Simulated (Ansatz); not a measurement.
Steps of a relaxation of CH$_{6}$BClOSn with RKS PBE-D4/def2-SVP.

```sh
$ ansatz run in.yaml --threads 4 --pin off --events-out ev --progress --plain --max-ram 10444MiB
```

```yaml
crystal:
  periodic: [false, false, false]
  atoms:
    - {symbol: B, position_ang: [0.793000, 1.193200, 1.467000]}
    - {symbol: Sn, position_ang: [0.589400, -0.055100, -0.341400]}
    - {symbol: C, position_ang: [-1.503900, -0.304700, -0.869100]}
    - {symbol: O, position_ang: [1.473200, -1.809300, 0.041400]}
    - {symbol: Cl, position_ang: [1.733200, 0.952000, -2.154000]}
    - {symbol: H, position_ang: [1.804100, 1.518300, 1.902800]}
    - {symbol: H, position_ang: [-0.208500, 1.662900, 1.965100]}
    - {symbol: H, position_ang: [-1.884000, 0.701600, -1.074500]}
    - {symbol: H, position_ang: [-2.002000, -0.766300, 0.033600]}
    - {symbol: H, position_ang: [-1.548300, -0.949400, -1.731100]}
    - {symbol: H, position_ang: [0.819100, -2.200200, 0.780900]}
basis:
  gaussian: {orbitals: def2-SVP}
hamiltonian: {xc: pbe, dispersion: d4}
relax: {f_tol: 0.03, max_steps: 200}
```

Positions (Å) and forces (eV/Å) along the path, 12 of 30 steps:

```xyz
11
step=1 energy=-22195.1956 eV
B     0.793    1.193    1.467   -1.201    0.444   -0.303
Sn    0.589   -0.055   -0.341   -0.644    0.308   -0.124
C    -1.504   -0.305   -0.869    0.458   -0.147    1.223
O     1.473   -1.809    0.041   -1.656   -1.558    2.067
Cl    1.733    0.952   -2.154    0.111   -0.031   -0.112
H     1.804    1.518    1.903    1.576    0.331    0.709
H    -0.208    1.663    1.965   -0.114   -0.133    0.112
H    -1.884    0.702   -1.075   -0.297    0.232   -0.090
H    -2.002   -0.766    0.034    0.159    0.310   -0.650
H    -1.548   -0.949   -1.731   -0.338   -0.549   -0.783
H     0.819   -2.200    0.781    1.946    0.794   -2.049
11
step=4 energy=-22195.6088 eV
B     0.895    1.418    1.590   -0.122   -0.094   -0.080
Sn    0.474    0.039   -0.181    0.116   -0.016   -0.078
C    -1.523   -0.397   -0.910   -0.047    0.171    0.061
O     1.392   -1.740    0.102   -0.198   -0.254    0.281
Cl    1.737    0.878   -2.033   -0.076    0.046    0.041
H     2.027    1.645    1.964   -0.047   -0.033   -0.087
H    -0.064    1.886    2.173    0.068    0.053    0.035
H    -2.003    0.553   -1.222    0.002   -0.064   -0.005
H    -2.119   -0.849   -0.093   -0.014   -0.008   -0.021
H    -1.477   -1.089   -1.773    0.079    0.023    0.026
H     0.726   -2.400    0.402    0.236    0.175   -0.174
11
step=5 energy=-22195.6007 eV rejected
B     0.838    1.427    1.574    0.480   -0.204   -0.111
Sn    0.505    0.010   -0.172   -0.500    0.171    0.404
C    -1.525   -0.358   -0.866    0.145   -0.231   -0.114
O     1.394   -1.762    0.241    0.032    0.169    0.065
Cl    1.725    0.913   -2.008    0.036    0.001   -0.092
H     2.005    1.600    1.864   -0.097    0.111    0.095
H    -0.052    1.957    2.198   -0.102    0.033   -0.017
H    -2.037    0.543   -1.258    0.207    0.039    0.021
H    -2.164   -0.823   -0.087    0.155    0.014    0.026
H    -1.362   -1.078   -1.687   -0.301   -0.076   -0.173
H     0.738   -2.485    0.222   -0.056   -0.027   -0.103
11
step=6 energy=-22195.6414 eV
B     0.890    1.429    1.586   -0.040   -0.076   -0.049
Sn    0.466    0.032   -0.155    0.051   -0.011   -0.045
C    -1.524   -0.397   -0.904    0.013    0.057    0.038
O     1.390   -1.732    0.193   -0.171   -0.195    0.199
Cl    1.714    0.876   -2.016   -0.050    0.041    0.013
H     2.034    1.641    1.926   -0.019   -0.008   -0.039
H    -0.043    1.928    2.182    0.029    0.046    0.022
H    -2.009    0.551   -1.209    0.002   -0.020   -0.005
H    -2.131   -0.880   -0.113   -0.002   -0.001   -0.019
H    -1.439   -1.067   -1.780    0.006    0.006    0.002
H     0.717   -2.437    0.310    0.182    0.161   -0.118
11
step=9 energy=-22195.7137 eV
B     0.900    1.452    1.606   -0.022    0.094   -0.032
Sn    0.399    0.003   -0.049    0.145   -0.204   -0.132
C    -1.547   -0.416   -0.898   -0.011    0.046    0.015
O     1.279   -1.745    0.469   -0.159   -0.050   -0.080
Cl    1.653    0.845   -1.928   -0.040    0.018    0.058
H     2.062    1.599    1.910    0.005   -0.058    0.014
H     0.034    2.116    2.136   -0.006    0.014    0.025
H    -2.002    0.538   -1.228   -0.022   -0.005    0.033
H    -2.192   -0.902   -0.142   -0.028    0.009   -0.013
H    -1.429   -1.075   -1.780    0.040   -0.016    0.028
H     0.908   -2.472   -0.075    0.101    0.152    0.084
11
step=11 energy=-22195.7262 eV
B     0.849    1.440    1.589    0.146    0.113   -0.028
Sn    0.427   -0.016   -0.090   -0.034   -0.045   -0.022
C    -1.561   -0.413   -0.858   -0.022   -0.023   -0.013
O     1.291   -1.759    0.442   -0.020    0.002   -0.040
Cl    1.700    0.863   -1.946   -0.085   -0.025    0.117
H     1.918    1.376    2.159   -0.023   -0.069   -0.010
H     0.078    2.332    1.880   -0.063   -0.044   -0.039
H    -2.015    0.543   -1.185    0.011   -0.032   -0.002
H    -2.173   -0.855   -0.045    0.022    0.029   -0.036
H    -1.522   -1.115   -1.715    0.045    0.059    0.048
H     1.074   -2.453   -0.212    0.023    0.034    0.025
11
step=19 energy=-22195.9275 eV
B     1.004    1.503    1.419    0.423    0.242   -0.267
Sn    0.160   -0.171    0.254   -0.043   -0.216    0.176
C    -1.647   -0.534   -0.885    0.068   -0.056   -0.098
O     1.193   -1.896    0.442   -0.075    0.284    0.191
Cl    1.598    1.380   -1.080   -0.019    0.086    0.337
H     2.067    1.313    1.987   -0.187   -0.068   -0.143
H     0.437    2.575    1.449   -0.106   -0.121   -0.011
H    -2.070    0.440   -1.194   -0.006   -0.009    0.028
H    -2.363   -1.077   -0.237    0.012    0.019   -0.052
H    -1.413   -1.138   -1.786   -0.024    0.024    0.089
H     1.098   -2.451   -0.348   -0.043   -0.185   -0.250
11
step=24 energy=-22196.4047 eV
B     1.217    1.676    1.121   -0.205   -0.017    0.051
Sn    0.044   -0.257    0.518    0.053   -0.074    0.146
C    -1.630   -0.602   -0.862   -0.049   -0.054   -0.035
O     1.155   -1.938    0.337   -0.419   -0.539   -0.732
Cl    1.697    1.685   -0.715   -0.026    0.068   -0.071
H     2.112    1.342    1.865    0.058    0.005    0.008
H     0.399    2.532    1.427    0.121   -0.129   -0.077
H    -2.041    0.380   -1.167    0.000   -0.016   -0.043
H    -2.429   -1.188   -0.355    0.181    0.083   -0.025
H    -1.274   -1.158   -1.753   -0.047    0.034    0.021
H     0.816   -2.529   -0.396    0.334    0.638    0.757
11
step=25 energy=-22196.4254 eV
B     1.202    1.663    1.122   -0.017    0.068   -0.020
Sn    0.049   -0.261    0.538    0.017   -0.076   -0.055
C    -1.606   -0.592   -0.865   -0.065   -0.028    0.034
O     1.132   -1.954    0.338   -0.114   -0.100   -0.131
Cl    1.670    1.688   -0.725   -0.058    0.001    0.030
H     2.112    1.342    1.854    0.034    0.015    0.004
H     0.394    2.525    1.418    0.045   -0.093   -0.006
H    -2.037    0.382   -1.167    0.016   -0.014   -0.006
H    -2.383   -1.188   -0.339    0.064    0.050   -0.063
H    -1.260   -1.146   -1.760    0.003    0.013    0.027
H     0.792   -2.515   -0.393    0.075    0.164    0.186
11
step=28 energy=-22196.4371 eV
B     1.198    1.658    1.110   -0.046    0.071    0.057
Sn    0.048   -0.287    0.573   -0.007   -0.020    0.010
C    -1.572   -0.578   -0.877   -0.020    0.006    0.003
O     1.107   -1.995    0.402   -0.033   -0.008   -0.046
Cl    1.487    1.742   -0.766    0.004   -0.006   -0.016
H     2.181    1.346    1.748    0.004   -0.004   -0.019
H     0.396    2.482    1.510    0.046   -0.058   -0.022
H    -1.963    0.409   -1.186    0.006    0.000   -0.005
H    -2.382   -1.163   -0.397    0.001    0.003   -0.001
H    -1.199   -1.127   -1.763    0.012   -0.003   -0.002
H     0.764   -2.543   -0.334    0.033    0.019    0.042
11
step=29 energy=-22196.4380 eV
B     1.195    1.657    1.110   -0.009    0.039    0.056
Sn    0.042   -0.291    0.585   -0.010   -0.030   -0.008
C    -1.569   -0.576   -0.877   -0.020    0.001   -0.004
O     1.106   -1.997    0.408   -0.005    0.027    0.004
Cl    1.450    1.748   -0.770    0.002   -0.001   -0.012
H     2.192    1.340    1.724   -0.014    0.004   -0.018
H     0.399    2.475    1.530    0.033   -0.033   -0.019
H    -1.940    0.415   -1.203    0.009   -0.012    0.003
H    -2.394   -1.144   -0.404    0.014    0.011   -0.007
H    -1.189   -1.138   -1.752   -0.003    0.001    0.007
H     0.772   -2.544   -0.329    0.003   -0.008   -0.003
11
step=30 energy=-22196.4383 eV
B     1.194    1.657    1.113    0.012    0.010    0.022
Sn    0.037   -0.294    0.588   -0.002   -0.012   -0.005
C    -1.570   -0.577   -0.879   -0.018    0.000   -0.011
O     1.109   -1.993    0.408    0.002    0.019    0.007
Cl    1.432    1.752   -0.769    0.000    0.000   -0.012
H     2.198    1.337    1.715   -0.015   -0.003   -0.006
H     0.404    2.473    1.543    0.003   -0.010   -0.004
H    -1.924    0.415   -1.221    0.009   -0.021    0.008
H    -2.407   -1.127   -0.404    0.021    0.015   -0.010
H    -1.191   -1.157   -1.744   -0.010    0.007    0.015
H     0.781   -2.544   -0.330   -0.003   -0.004   -0.004
```

Hardware: 4 threads of an Arm Neoverse V1 on a shared host. Wall time 49 s, peak host memory 0.19 GiB.
